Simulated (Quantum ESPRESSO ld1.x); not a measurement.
All-electron atom: neutral samarium in [Kr] 4d10 4f6 5s2 5p5 6s2 7s1 (not the ground configuration). All-electron calculation, Dirac Kohn-Sham, PBEsol, spin-unpolarised, spherical densities, point nucleus; open shells are shared between the two j in proportion to 2j + 1. Program: ld1.x of Quantum ESPRESSO 7.5. Some entries of the table are withheld. Estimate them.

orbital,occ.,eigenvalue (eV),<1/r> (bohr^-1)
1s1/2,2,-46622.3,68.81
2s1/2,2,-7621.85,16.35
2p1/2,2,-7225.30,16.33
2p3/2,4,-6622.80,14.56
3s1/2,2,-1675.61,5.942
3p1/2,2,(1),5.858
3p3/2,4,(2),5.410
3d3/2,4,-1086.96,5.286
3d5/2,6,-1060.45,5.173
4s1/2,2,-338.952,2.476
4p1/2,2,-273.569,2.370
4p3/2,4,-246.761,2.219
4d3/2,4,-139.186,1.998
4d5/2,6,-134.401,1.961
5s1/2,2,-50.7860,0.9537
5p1/2,1.66667,(3),0.8427
5p3/2,3.33333,(4),0.7903
4f5/2,2.57143,-10.4846,1.391
4f7/2,3.42857,-9.9286,1.374
6s1/2,2,-6.9318,0.3425
7s1/2,1,-1.3236,0.1262

Answer. 
(1) 3p1/2 eigenvalue (eV): -1504.97
(2) 3p3/2 eigenvalue (eV): -1382.99
(3) 5p1/2 eigenvalue (eV): -32.9529
(4) 5p3/2 eigenvalue (eV): -29.2255
